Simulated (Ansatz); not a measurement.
Total energies of C10H11ClOTi, SMILES `[OH][Ti]12345678([Cl])([C@H]9[C@@H]1[C@@H]2[C@@H]3[C@H]94)[C@H]1[C@@H]5[C@@H]6[C@@H]7[C@H]18`.

```tsv
atom	x (Å)	y (Å)	z (Å)
O1	0.540	1.859	1.055
Ti2	-0.136	0.242	0.441
Cl3	-1.695	-0.116	2.158
C4	2.111	-0.423	0.066
C5	1.293	-1.500	-0.338
C6	0.624	-1.987	0.796
C7	1.072	-1.243	1.915
C8	1.993	-0.293	1.465
C9	-2.226	0.082	-0.758
C10	-1.900	1.452	-0.659
C11	-0.724	1.671	-1.397
C12	-0.295	0.437	-1.913
C13	-1.242	-0.548	-1.526
H14	-0.040	2.616	0.953
H15	2.720	0.193	-0.579
H16	1.186	-1.870	-1.345
H17	-0.116	-2.773	0.817
H18	0.711	-1.348	2.924
H19	2.443	0.482	2.064
H20	-3.057	-0.403	-0.272
H21	-2.449	2.185	-0.087
H22	-0.195	2.606	-1.499
H23	0.587	0.276	-2.514
H24	-1.205	-1.598	-1.768
```

Charge 0, multiplicity 1. Correlated methods include outer-core shells of Ti, which these sets cover unevenly. Scalar relativity is left out up to krypton. All single points use the PBE0-D4/def2-TZVP geometry. It is one conformer, not always the lowest. Basis def2-TZVPP, the Gaussian-basis code of Ansatz.

RPA on PBE orbitals: Hartree–Fock energy of these orbitals -1767.95455 Eh, correlation -3.94136 Eh (frozen core).

```csv
functional,energy without D4 (Eh),D4 term (kJ/mol)
LDA (SPW92),-1765.33165,–
revPBE,-1772.59660,-244.2
BLYP,-1772.73665,-185.7
B97M-V,-1772.60657,–
PBE0,-1772.01540,-76.1
r2SCANh,-1772.57308,-26.0
r2SCAN0,-1772.51488,-28.5
HSE06 (plane-wave form),-1771.97367,-71.4
BHLYP,-1772.56500,-108.2
CAM-B3LYP,-1772.69117,-78.1
LC-ωPBE,-1772.27393,–
ωB97M-V,-1772.65678,–
B2PLYP,-1772.23768,–
PBE-QIDH,-1771.77011,–
```

Problem. Give the same for PBE, r2SCAN, B3LYP, ωB97X-V. (Estimate.)

Solution. The calculation gave: 
```
functional  energy without D4 (Eh)  D4 term (kJ/mol)
       PBE             -1771.93189             -87.8
    r2SCAN             -1772.61470             -24.4
     B3LYP             -1772.93429            -139.3
   ωB97X-V             -1772.58827                 –
```

B3LYP takes the VWN-RPA correlation (the form of Gaussian; ORCA's B3LYP/G). HSE06 is the plane-wave form, built on full-range PBE exchange. The double hybrids freeze the cores in their second-order part.

LC-ωPBE has ω = 0.4 bohr⁻¹.
